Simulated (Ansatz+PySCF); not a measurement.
singlet ZnCl2: levels of theory in one basis

```xyz
3

Cl    0.0000    0.0000   -1.9293
Zn    0.0000    0.0000    0.0000
Cl    0.0000    0.0000    1.9293
```

Basis set: def2-SVP (spherical functions). Correlated methods keep 15 orbitals frozen. Charge 0, multiplicity 1.

Computed with Ansatz (development build ahead of 0.2.0); each method stands on the lowest determinant of its kind that the runs found.

```tsv
method	E − E(RHF) (eV)	<S²> of the determinant
RHF	0.00	0.00
RHF-CCSD	-16.92	–
RHF-CCSD(T)	-17.32	–
```

Q: What does RHF-MP2 give on the same scale?

A: -17.06 eV.

Q: Is a single determinant a sound starting point here?

A: By this sign, yes. Unrestricted orbitals gain 0.00 eV and <S²> is 0.00 against 0.00 for a pure state.
